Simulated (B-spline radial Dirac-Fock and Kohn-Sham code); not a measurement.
Two-hole binding energies of Tl⁴⁺

System: Tl⁴⁺ in the configuration 1s2 2s2 2p6 3s2 3p6 3d10 4s2 4p6 4d10 4f14 5s2 5p6 5d9.

Calculated with a radial finite-basis atomic code, using multi-electron Dirac-Fock with separately optimised hole states, Breit and Lamb-shift corrections added in first order. U is the two-hole binding energy less the two single-hole energies, the effective repulsion of the holes after relaxation. Each two-hole energy is an average over J within one jj subconfiguration.

```csv
holes,E(a) (eV),E(b) (eV),E(ab) (eV),U (eV)
1s⁻¹ 3d3/2⁻¹,85581.6,2542.0,88241.1,117.5
2s⁻¹ 2p1/2⁻¹,15409.0,14754.8,30410.0,246.2
2p1/2⁻²,14754.8,14754.8,29844.5,335.0
2s⁻¹ 2p3/2⁻¹,15409.0,12712.7,28346.9,225.1
2p1/2⁻¹ 3s⁻¹,14754.8,3768.3,18628.4,105.4
2s⁻¹ 3p3/2⁻¹,15409.0,3017.6,18526.4,99.8
2p1/2⁻¹ 3p3/2⁻¹,14754.8,3017.6,17877.6,105.3
2p3/2⁻¹ 3p1/2⁻¹,12712.7,3476.4,16301.5,112.4
3p1/2⁻¹ 3p3/2⁻¹,3476.4,3017.6,6566.5,72.6
3p3/2⁻²,3017.6,3017.6,6106.4,71.3
3d3/2⁻²,2542.0,2542.0,5169.4,85.3
4d3/2⁻²,465.9,465.9,965.2,33.5
4f5/2⁻²,177.3,177.3,387.0,32.4
5p1/2⁻¹ 5p3/2⁻¹,150.8,130.4,?,?
```

**Question.** Give the missing two-hole energy and U.

**Answer.** E(ab) = 300.5 eV and U = 19.4 eV.

Run: 77 s of CPU time on 1 thread of Neoverse-N1 (shared host), peak memory 0.57 GiB.
